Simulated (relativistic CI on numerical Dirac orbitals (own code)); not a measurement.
# Hyperfine structure of Pt50+, mass number 195

Calculated at this level of theory: Dirac-Coulomb-Breit CI, orbitals from a KLI potential per configuration, model QED (radiative potential, 1s self-energy scaled to tabulated hydrogen-like ionisation energies), unscaled Slater integrals (own radial code, finite nucleus).

Configurations in the expansion (outside the closed core [Ne]): 3s²3p⁶3d¹⁰, 3s²3p⁶3d⁹4s, 3s²3p⁶3d⁹4p, 3s²3p⁶3d⁹4d, 3s²3p⁵3d¹⁰4s, 3s²3p⁶3d⁹4f, 3s²3p⁵3d¹⁰4p, 3s²3p⁶3d⁸4s², 3s²3p⁵3d¹⁰4d, 3s²3p⁶3d⁸4s4p, 3s3p⁶3d¹⁰4s, 3s²3p⁶3d⁹5s, 3s²3p⁵3d¹⁰4f, 3s²3p⁶3d⁸4p², 3s²3p⁶3d⁸4s4d, 3s²3p⁶3d⁹5p. Levels of other configurations are missing.

Nuclear spin I = 1/2, μ = 0.6073 μN (tables of Stone and Pyykkö). The electronic factors are computed for point nuclear moments, without core polarisation or the Bohr-Weisskopf and QED corrections.

```tsv
Level	E (eV)	A (GHz)
3s²3p⁶3d⁹4s ³D3	1797.57	519
3s²3p⁶3d⁹4s ¹D2	1799.61	-407.1
3s²3p⁶3d⁹4s ³D1	1883.51	-531.9
3s²3p⁶3d⁹4s ³D2	1884.80	814.9
3s²3p⁶3d⁹4p ³P°2	1903.98	-88.46
3s²3p⁶3d⁹4p ³F°2	1989.84	336
3s²3p⁶3d⁹4p ³F°4	2039.86	70.44
3s²3p⁶3d⁹4p ¹P°1	2043.21	23.67
```

Levels with J = 0, under 50 % of one LS term, or S terms without an open s electron are left out. Small factors come from cancelling terms and can be off by tens of per cent or more.

At this charge energies of transitions that change n are usually good to better than 1 %, and those within a shell (Δn = 0) to a few per cent.

Task: Give the hyperfine levels of 3s²3p⁶3d⁹4s ³D3 relative to its centre of gravity.

Result: With K = F(F + 1) − I(I + 1) − J(J + 1), E = AK/2: F = 5/2: -1038, F = 7/2: 778.5 GHz.

LS names give the leading component of a level, which can be under half, so a name can repeat, a term be missing and a line seem to break the LS rules.
